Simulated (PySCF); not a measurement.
**Working out the ionisation energy of K**

K [Ar] 4s1 (2S) → K⁺ [Ar] (1S). All numbers are calculated (PySCF 2.14, scalar relativity by spin-free X2C-1e, in ANO-RCC-VTZP). Frozen: [Ne]. Energies in hartree (1 hartree = 27.21139 eV):

| part | K (lower) | K⁺ (upper) |
| --- | --- | --- |
| UHF | -601.457136 | -601.309321 |
| MP2 opposite-spin | -0.162879 | -0.158191 |
| MP2 same-spin | -0.058950 | -0.054673 |

**Question.** What does Hartree-Fock give?

**Answer.** (-601.309321) − (-601.457136) = 0.147815 hartree = 4.022 eV.

**Question.** What do MP2 and SCS-MP2 (6/5 opposite-spin, 1/3 same-spin) give?

**Answer.** The opposite-spin parts differ by 0.128 eV and the same-spin parts by 0.116 eV. MP2: 4.022 + (0.128) + (0.116) = 4.266 eV. SCS-MP2: 4.022 + 1.2 × (0.128) + (0.116)/3 = 4.214 eV.

Measured between the centres of the two terms (NIST): 4.341 eV, so MP2 (valence and next inner shell) is off by -0.075 eV.

What remains against the reference includes basis incompleteness, the frozen core and correlation beyond second order.
